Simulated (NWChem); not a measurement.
# Lowest excitation of iodine monochloride (ClI)

```xyz
2

Cl     0.0000     0.0000     1.8075
I      0.0000     0.0000    -0.5798
```
Charge 0, spin multiplicity 1.

Everything below was run with NWChem. All single points use one geometry, from B3LYP/def2-SVP with def2 effective core potentials on I, a minimum by its harmonic frequencies.

Basis set: def2-SVPD. CR-EOMCCSD(T) is the triples correction to the same EOM-CCSD root.

```json
[
 {"method": "TD-PBE", "lowest vertical singlet excitation energy (eV)": "2.21", "difference from EOM-CCSD": "-0.48"},
 {"method": "CIS", "lowest vertical singlet excitation energy (eV)": "2.90", "difference from EOM-CCSD": "+0.21"},
 {"method": "TD-CAM-B3LYP", "lowest vertical singlet excitation energy (eV)": "2.36", "difference from EOM-CCSD": "-0.33"},
 {"method": "EOM-CCSD", "lowest vertical singlet excitation energy (eV)": "2.69", "difference from EOM-CCSD": "0.00"},
 {"method": "CR-EOMCCSD(T)", "lowest vertical singlet excitation energy (eV)": "2.56", "difference from EOM-CCSD": "-0.13"},
 {"method": "TD-B3LYP", "lowest vertical singlet excitation energy (eV)": "2.30", "difference from EOM-CCSD": "-0.39"}
]
```

The values span 0.68 eV, from TD-PBE (lowest) to CIS (highest). 

Effective core potentials replace the inner electrons of I; spin-orbit coupling is left out. The correlated methods keep 9 core orbitals frozen. B3LYP has NWChem's definition, with VWN1-RPA local correlation. Coupled-cluster values serve here as a point of comparison, not as the truth.
